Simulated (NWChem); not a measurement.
Species: C3H4ClFSi; SMILES C[Si@](Cl)(F)C#C

Computed with NWChem. All runs use the structure optimised with B3LYP/6-31G* (spherical d).

Order these by “orbital gap (eV)”, lowest first: LDA (Slater exchange, VWN5)/def2-TZVP; CAM-B3LYP/def2-TZVP; PBE0/def2-TZVP.

LDA (Slater exchange, VWN5)/def2-TZVP (5.74), PBE0/def2-TZVP (8.01), CAM-B3LYP/def2-TZVP (10.52)
